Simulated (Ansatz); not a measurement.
One change: `B[SiH2]OCC` becomes `CCO[SiH2]N`.

Ansatz, PBE0-D4/def2-TZVP geometries, multiplicity 1. Each molecule was computed in one conformer, which needn't be the lowest.

| property | `B[SiH2]OCC` |
| --- | --- |
| HOMO–LUMO gap (PBE0/def2-TZVPP) / eV | 5.21 |
| size of the dipole moment (ωB97M-V/def2-TZVPP) / D | 1.20 |
| HOMO–LUMO gap (PBE/def2-TZVPP) / eV | 2.82 |
| HOMO–LUMO gap (ωB97M-V/def2-TZVPP) / eV | 9.43 |
| HOMO energy (B3LYP/def2-TZVPP) / eV | -7.42 |
| size of the dipole moment (B3LYP/def2-TZVPP) / D | 1.18 |

Question: Give the same properties after the change, and the shifts. (An estimate is asked.)

Answer: The calculation gave: 
| property | `CCO[SiH2]N` | shift |
| --- | --- | --- |
| HOMO–LUMO gap (PBE0/def2-TZVPP) / eV | 8.29 | 3.08 |
| size of the dipole moment (ωB97M-V/def2-TZVPP) / D | 2.04 | 0.84 |
| HOMO–LUMO gap (PBE/def2-TZVPP) / eV | 6.00 | 3.18 |
| HOMO–LUMO gap (ωB97M-V/def2-TZVPP) / eV | 12.15 | 2.72 |
| HOMO energy (B3LYP/def2-TZVPP) / eV | -7.32 | 0.10 |
| size of the dipole moment (B3LYP/def2-TZVPP) / D | 2.01 | 0.83 |

With PBE0 the HOMO rises by 0.05 eV and the LUMO rises by 3.13 eV, so the gap widens by about 3.08 eV. PBE moves the HOMO by 0.13 eV and ωB97M-V by -0.11 eV. Dipoles are sizes alone; their direction can turn.

B3LYP here is the variant with VWN-RPA as its local correlation; programs differ in this.
